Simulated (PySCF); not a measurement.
Gas-phase reaction: 2 Ge(CH3)4 = 2 GeH2 + 2 C2H6 + C4H8 (isobutene), at 1400 K and a standard pressure of 1 bar. Level: B3LYP/6-31G*.

Computed with PySCF and rigid-rotor harmonic-oscillator thermochemistry at 1 bar. 6-31G* has spherical d functions here. All species are closed-shell singlets. B3LYP is the form with VWN-RPA correlation. Ge: all electrons, no relativistic terms. GeH2: computed as isolated molecules; such fragments, hydroxides, amides, oligomers or adducts are transient or little studied in the gas. The harmonic model lacks anharmonicity and excited electronic states, which grow with temperature; levels with a mode under 35 cm⁻¹ are left out. Internal rotation in Ge(CH3)4, C2H6, C4H8 (isobutene) is treated as a harmonic vibration of one conformer, which makes the entropy rough.

```tsv
species	E (Ha)	H(1400 K) − E (kJ/mol)	S°(1400 K) (J/mol/K)
Ge(CH3)4	-2236.33110	704.0	749.3
GeH2	-2077.80463	89.3	288.4
C2H6	-79.82910	325.8	372.4
C4H8 (isobutene)	-157.22430	492.1	528.8
```
E: electronic energy; H − E holds the zero-point and thermal terms. 1 Ha = 2625.5 kJ/mol.

**Question.** Work out ΔH°, ΔS°, ΔG° and log10 K from these numbers.

**Answer.** 1. ΔE = 2×(-2077.80463) + 2×(-79.82910) + 1×(-157.22430) − 2×(-2236.33110) = 0.17044 Ha = 447.5 kJ.
2. Δ(H − E) = 2×(89.3) + 2×(325.8) + 1×(492.1) − 2×(704.0) = -85.7 kJ, so ΔH° = 361.8 kJ.
3. ΔS° = 2×(288.4) + 2×(372.4) + 1×(528.8) − 2×(749.3) = 351.8 J/K; the number of gas molecules changes by +3.
4. ΔG° = ΔH° − TΔS° = 361.8 − 1400×(351.8)/1000 = -130.7 kJ.
5. log10 K = −ΔG°/(RT ln 10) = 4.88, with RT ln 10 = 26.80 kJ/mol; at standard pressures the products are favoured.
6. A shift of 10 kJ in ΔE would move log10 K by 0.37 here.
7. Lowering the total pressure from 1 bar to 0.01 bar multiplies the mole-fraction quotient K_x = K (p/p°)^(−Δn) by 10^6, which pushes the balance towards the products.
For scale, ΔH°(298 K) is 414 kJ at this level, 535 kJ at ωB97M-V/def2-TZVP†, and runs from 64 to 640 kJ over the 18 levels computed († marks an energy on the PBE0/def2-TZVP geometry).
